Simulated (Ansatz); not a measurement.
C₂H₇AlFN, SMILES `C[N](C)[AlH][F]`, relaxed with RKS PBE0-D4/def2-TZVP in Ansatz from a PBE-D4/def2-SVP geometry. The force threshold is 0.005 eV/Å; the program also tests the step.

Charge 0, multiplicity 1.

Start:

```xyz
12

C     0.010   -1.289    0.587
N     0.027    0.050    0.023
C    -0.690    0.162   -1.233
Al    0.847    1.443    0.787
F     1.644    1.159    2.240
H     0.473   -2.036   -0.102
H    -1.030   -1.640    0.792
H     0.571   -1.317    1.543
H    -0.264   -0.507   -2.020
H    -0.649    1.201   -1.623
H    -1.768   -0.112   -1.127
H     0.831    2.885    0.132
```

| step | energy (eV) | largest force (eV/Å) | largest move (Å) |
| --- | --- | --- | --- |
| 1 | -12987.3517 | 0.745 | 0.000 |
| 2 | -12987.3993 | 0.444 | 0.022 |
| 3 | -12987.4082 | 0.074 | 0.018 |
| 4 (rejected) | -12987.4081 | 0.042 | 0.008 |
| 5 | -12987.4083 | 0.007 | 0.004 |
| 6 | -12987.4084 | 0.005 | 0.003 |

End:

```xyz
12

C     0.008   -1.279    0.579
N     0.031    0.055    0.028
C    -0.685    0.158   -1.221
Al    0.839    1.427    0.781
F     1.624    1.161    2.210
H     0.464   -2.006   -0.108
H    -1.020   -1.616    0.773
H     0.558   -1.317    1.521
H    -0.258   -0.505   -1.987
H    -0.647    1.180   -1.609
H    -1.743   -0.116   -1.105
H     0.830    2.860    0.138
```

Hardware: 4 threads of a server CPU on a shared host. Wall time 16 s, peak host memory 0.5 GiB.
